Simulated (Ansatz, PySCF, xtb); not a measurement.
Scan of H2N (cation, charge +1), triplet: symmetric bend, bond length relaxed. Scanned: H-N-H angle. Other coordinates (N-H bond length) were minimised at PBE0/def2-TZVP.

Levels of theory: UHF/6-31G* = unrestricted Hartree-Fock/6-31G*, spherical d in PySCF 2.14.0; GFN1-xTB (xtb); UHF/3-21G = unrestricted Hartree-Fock/3-21G (PySCF); FCI/cc-pVDZ = Ansatz (a quantum-chemistry and plane-wave program) with full CI/cc-pVDZ, frozen core.

Energies relative to the lowest point of each profile, in eV; the last columns give the difference from FCI:

```
a / °   UHF/6-31G*  GFN1-xTB  UHF/3-21G  FCI/cc-pVDZ  UHF/6-31G* − FCI/cc-pVDZ  GFN1-xTB − FCI/cc-pVDZ  UHF/3-21G − FCI/cc-pVDZ
------  ----------  --------  ---------  -----------  ------------------------  ----------------------  -----------------------
172.23       0.033     0.004      0.010        0.032                     0.002                  -0.028                   -0.022
161.73       0.014     0.000      0.000        0.013                     0.001                  -0.013                   -0.013
151.12       0.000     0.003      0.001        0.000                     0.000                   0.003                    0.001
142          0.017     0.025      0.031        0.017                     0.001                   0.008                    0.015
129.22       0.132     0.107      0.160        0.122                     0.010                  -0.015                    0.037
118.83       0.340     0.240      0.374        0.311                     0.029                  -0.071                    0.063
112.48       0.532     0.359      0.569        0.483                     0.049                  -0.124                    0.086
98.85        1.138     0.733      1.186        1.023                     0.115                  -0.290                    0.163
90.71        1.646     1.048      1.707        1.472                     0.174                  -0.424                    0.235
77.83            —         —          —        2.407                         —                       —                        —
```

UHF/6-31G* is furthest from FCI/cc-pVDZ at 90.71 (0.174 eV, above); its mean absolute difference over the points is 0.042 eV.

GFN1-xTB is furthest from FCI/cc-pVDZ at 90.71 (-0.424 eV, below); its mean absolute difference over the points is 0.108 eV.

UHF/3-21G is furthest from FCI/cc-pVDZ at 90.71 (0.235 eV, above); its mean absolute difference over the points is 0.071 eV.

A dash means that the run gave no value there, or that the column was ended at a point which the program doubted or which failed a test of continuity chosen for this set; such a test can also cut sound points.

The scan ran from 180.0 to 60.0; beyond the range shown the relaxed coordinates jump or full CI changes its symmetry label.
